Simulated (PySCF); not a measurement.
Delta-SCF ions had no search for a lower state. Excitations are Tamm–Dancoff values on a coarser integration grid. The basis has no diffuse functions, so Rydberg states are missing or too high.

Cartesian coordinates (Å):
```xyz
10

C      2.0300     0.2086     0.3688
Si     0.6345    -0.2952    -0.4490
C     -1.0701    -0.2392     0.3645
C     -2.0454     0.4223    -0.4726
N     -2.7962     0.9480    -1.1680
H      3.0085     0.1522    -0.0936
H      2.0067     0.6118     1.3744
H      0.6178    -0.8395    -1.8209
H     -1.4113    -1.2567     0.5788
H     -0.9746     0.2878     1.3176
```
Charge 0, spin multiplicity 1.

Q: Predict the LUMO, total energy, HOMO–LUMO gap, S1 excitation (TDA), T1 excitation (TDA), S1 oscillator strength, dipole moment and vertical ionisation energy (Delta-SCF) from PBE0-D3(BJ)/def2-TZVP run with PySCF.

A: 
```
Item                                          Result
--------------------------------------  ------------
LUMO                                        -1.39 eV
total energy                            -461.2518 Ha
HOMO–LUMO gap                                5.54 eV
S1 excitation (TDA)                          5.65 eV
T1 excitation (TDA)                          2.75 eV
S1 oscillator strength                         0.358
dipole moment                                 3.41 D
vertical ionisation energy (Delta-SCF)       8.89 eV
```
